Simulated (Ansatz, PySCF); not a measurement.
C2H7O, SMILES C([OH2+])C, charge +1. Atoms are numbered in the order given.

```xyz
10

C     -0.3040    -1.2621     0.0000
C      0.6221    -0.0894     0.0000
O     -0.1738     1.2565     0.0000
H      0.3197    -2.1607     0.0000
H     -0.9270    -1.3001    -0.8944
H     -0.9270    -1.3001     0.8944
H      1.2304     0.0243     0.8925
H      1.2304     0.0243    -0.8925
H     -0.7223     1.3851    -0.7968
H     -0.7223     1.3851     0.7968
```
Charge +1, spin multiplicity 1.

The structure is a stationary point at B3LYP-D3(BJ)/def2-TZVP. The isomer is the one that the SMILES or the coordinates give; other isomers of the formula were not compared.

Vertical ionisation energy (IE) and electron affinity (EA) in eV. Rows of orbital energies are one-electron estimates. Where ΔSCF, EOM or ADC give a negative EA the extra electron is unbound and the value depends on the basis.

```json
[
 {"level": "−ε(HOMO), −ε(LUMO), r2SCAN/def2-TZVPD (PySCF)", "IE": "14.67", "EA": "6.33"},
 {"level": "−ε(HOMO), −ε(LUMO), PBE/def2-TZVPD (PySCF)", "IE": "14.34", "EA": "7.00"},
 {"level": "ΔSCF, PBE0/def2-SVPD (Ansatz), final states of multiplicity 2 and 2", "IE": "18.57", "EA": "4.15"},
 {"level": "ΔSCF, PBE/def2-SVPD (Ansatz), final states of multiplicity 2 and 2", "IE": "18.21", "EA": "4.34"}
]
```

**Question.** What vertical singlet–triplet gap does ΔSCF give with PBE0/def2-SVPD (Ansatz, a program for electronic structure) and with PBE/def2-SVPD (Ansatz)? (Estimate from the structure and the level; the computed values follow.)

**Answer.** 8.58 and 7.90 eV (triplet above singlet where positive).
